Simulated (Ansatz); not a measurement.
trans-PtH2(PF3)2 (P2PtH2F6). The state is a singlet with charge 0. Geometry PBE-D4/def2-SVP, basis def2-TZVP, Ansatz.

```xyz
11

F    -1.325    2.938   -0.467
F    -2.190    1.375   -2.101
F     0.046    2.251   -2.372
F    -0.015   -2.146    2.445
F     2.252   -1.420    2.011
F     1.207   -2.995    0.505
P    -0.873    1.618   -1.236
P     0.874   -1.618    1.234
Pt    0.008    0.000   -0.006
H     1.191    1.106    0.355
H    -1.174   -1.108   -0.369
```

```
run  HOMO (eV)  LUMO (eV)
  A      -8.04      -2.55
  B      -6.91      -3.27
  C      -7.08      -3.58
  D      -7.20      -3.16
  E     -10.59       0.48
  F     -10.61      -0.54
```

In the def2 sets Pt takes a core potential; there is no spin–orbit coupling. LC-ωPBE has ω = 0.4 bohr⁻¹. No other spin state of charge 0 was run. Another isomer (singlet) lies 0.27 eV lower at PBE0-D4/def2-TZVP; other spin states weren't run for this one.

**Question.** The runs used HF, LC-ωPBE, LDA (SPW92), PBE, PBE0, r2SCAN. Estimate which is which.

**Answer.** A PBE0 (25 % exact exchange); B PBE (0 % exact exchange); C LDA (SPW92) (0 % exact exchange); D r2SCAN (0 % exact exchange); E HF (100 % exact exchange); F LC-ωPBE (range-separated). Exact exchange lowers occupied and raises empty levels; among semilocal functionals meta-GGAs tend to open the gap a little, and such runs are hard to tell apart. The gap grows from 3.50 eV (LDA (SPW92)) to 11.07 eV (HF).
